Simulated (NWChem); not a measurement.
## HfO

```xyz
2

Hf     0.0000     0.0000     0.1778
O      0.0000     0.0000    -1.6003
```
Charge 0, spin multiplicity 1.

All runs are NWChem calculations. Structure: optimised with PBE/def2-SVP with def2 effective core potentials on Hf, a minimum by its harmonic frequencies.

Symmetry labels belong to the abelian group C2v used in the runs, with the axes of the coordinates shown; states degenerate in a higher group split over its labels.

Effective core potentials replace the inner electrons of Hf; spin-orbit coupling is left out. The structure started from a generated list of species.

Question: List the lowest 3 singlet excitations that TD-LDA (SVWN5)/def2-SVPD with def2 effective core potentials on Hf gives, with oscillator strengths.

Answer: 
```json
[
 {"state": "1", "symmetry": "a1", "energy (eV)": "2.08", "wavelength (nm)": "595", "f": "0.000"},
 {"state": "2", "symmetry": "a2", "energy (eV)": "2.08", "wavelength (nm)": "595", "f": "0.000"},
 {"state": "3", "symmetry": "b2", "energy (eV)": "3.26", "wavelength (nm)": "381", "f": "0.123"}
]
```
